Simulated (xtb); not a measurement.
C₃H₅NOSi, SMILES N#CC[SiH2]C=O. All values are semi-empirical tight-binding results from xtb (GFN2-xTB unless named), good for trends rather than for accurate numbers. The structure is a stationary point at GFN2-xTB. The structure was generated by enumeration, and PubChem lists no compound with its InChIKey, so it may never have been made. The values are those of a single conformer.

```json
{
  "point_group_as_xtb_finds_it": "Cs",
  "orbital_gap": "2.50 eV",
  "dipole_moment": "3.01 D",
  "zero_point_energy": "43.2 kcal/mol",
  "G − E(el) at 298.15 K (modified RRHO)": "22.6 kcal/mol",
  "static polarisability (D4 model)": "69.9 bohr³",
  "solvation energy, GFN2-xTB/ALPB(water)": "-7.0 kcal/mol",
  "solvation energy, GFN2-xTB/ALPB(thf)": "-7.8 kcal/mol"
}
```
